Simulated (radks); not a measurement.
Q: All-electron atom: N2+ in [He] 2s2 3s1 (not the ground configuration). Calculated with a radial shooting solver on a logarithmic mesh with Libxc functionals: scalar-relativistic Kohn-Sham, r2SCAN, spin-polarised, spherical densities, finite nucleus; open shells are filled with parallel spins first; meta-GGA in the generalised Kohn-Sham scheme; Fermi nuclear charge, rms radius 2.5582 fm. Some entries of the table are withheld. Estimate them.

orbital  occ.  eigenvalue (hartree)  <r^2> (bohr^2)
1s up       1             -16.34407         0.07031
1s down     1             -16.33762         0.07031
2s up       1              -2.16535             (1)
2s down     1              -2.15734             (2)
3s up       1              -0.64073             (3)

A: 
(1) 2s up <r^2> (bohr^2): 1.462
(2) 2s down <r^2> (bohr^2): 1.481
(3) 3s up <r^2> (bohr^2): 11.00
